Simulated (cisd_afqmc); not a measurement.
Input (AFQMC/CISD/cc-pVTZ; cisd_afqmc is a phaseless AFQMC code with CISD trial states that reads the integrals written by Ansatz):

Ansatz 0.2 input:
```python
import cisd_afqmc

open("ham.yaml", "w").write("""\
crystal:
  periodic: [false, false, false]
  atoms:
    - {symbol: C, position_ang: [0.00000000, 0.00000000, 0.00000000]}
basis:
  gaussian:
    orbitals: cc-pVTZ
magnetization: {spin_polarized: true, initial_magnetization: 2}
correlation: {method: ccsd, electrons: outside_noble_gas, hamiltonian_folder: ham}
scf: {lower_state_search: full}
""")
rep = cisd_afqmc.ansatz("ham.yaml")
e_ccsd = rep["correlation"]["coupled_cluster"]["energy"]["hartree"]
out = cisd_afqmc.run("ham", e_ccsd, trial="CISD", walkers=2000, populations=1, threads=12, dt=0.005, steps=40, early=24, settle=10, least=100,
    cut=5e-5, rank_cut=2e-4, target=0.0004, seconds=1000, seed=4, memory=62639, gpu=True)
```

Output:

```
orbitals 29, occupied [3, 1], factors 139 of 172, rank of the doubles 75 of 106
E(HF) = -37.691569
E(CCSD) on the cut factors = -37.778724, shift to the whole factors -0.000001
Energy of the trial state on the determinant = -37.778733
  tau behind 7.2 of longer steps, mean of the populations' last blocks
   2.0  -37.78141
   4.0  -37.78105
   6.0  -37.78118
   8.0  -37.78034
  10.0  -37.78084
  12.0  -37.78096
  14.0  -37.78140
  16.0  -37.78024
  18.0  -37.78162
  20.0  -37.78073
  22.0  -37.78120
blocks 92 (8 outliers left out), error by blocks joined: 1: 0.00005, 2: 0.00007, 4: 0.00007
E(AFQMC/CISD) = -37.78104 +/- 0.00007
```

The error still grows at the longest joins of blocks, or few joins were possible, so the printed bar may be too narrow.
